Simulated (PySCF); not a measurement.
A GIAO shielding run with PySCF 2.14.0 with density-fitted response routines (density fitting, non-relativistic, gas phase) on SMILES C([B-](CC)(CC)CC)C, [C$_{8}$H$_{20}$B]-:

```
{"job": {"kind": "nmr", "xc": "PBE0", "basis": "pcSseg-1"}, "charge": -1, "multiplicity": 1}
C      1.985489    -1.857746    -0.452967
C      1.154680    -0.723602    -1.044055
B     -0.011829    -0.082060    -0.055821
C     -0.766627     1.117570    -0.916543
C     -1.885661     1.862922    -0.197073
C      0.663275     0.525547     1.331194
C      1.719645     1.609797     1.146815
C     -1.097031    -1.247118     0.406834
C     -1.838903    -1.961357    -0.717725
H      2.759144    -2.258351    -1.138013
H      1.347858    -2.709676    -0.157999
H      2.507787    -1.534751     0.464858
H      0.684521    -1.080873    -1.983506
H      1.841050     0.084090    -1.372394
H     -1.172153     0.692451    -1.857877
H     -0.010410     1.855961    -1.254641
H     -1.515411     2.349899     0.722238
H     -2.369005     2.652712    -0.806047
H     -2.685481     1.172354     0.123451
H     -0.140036     0.921326     1.986436
H      1.107964    -0.305761     1.916576
H      2.571853     1.240743     0.549442
H      2.138594     2.000976     2.095376
H      1.312339     2.475907     0.595975
H     -0.576239    -2.006908     1.025554
H     -1.843547    -0.800129     1.095475
H     -2.557862    -2.729894    -0.370153
H     -1.136099    -2.468004    -1.402392
H     -2.409230    -1.247615    -1.337942
```

Hardware: 1 thread of an Arm Neoverse V2, shared host. The job also computes population analyses, field gradients.

(1) How large is the calculation?

(2) How long does it take?

(3) And these other runs on the same molecule and hardware: GIAO shielding at HF/pcSseg-1?

Results:

(1) 74 electrons, 253 basis functions and 1300 auxiliary functions.

(2) 54 s of wall time, with 13 SCF cycles and 4 response iterations. Times on a shared host scatter by some tens of per cent.

(3) HF/pcSseg-1: 253 functions, 27 s.
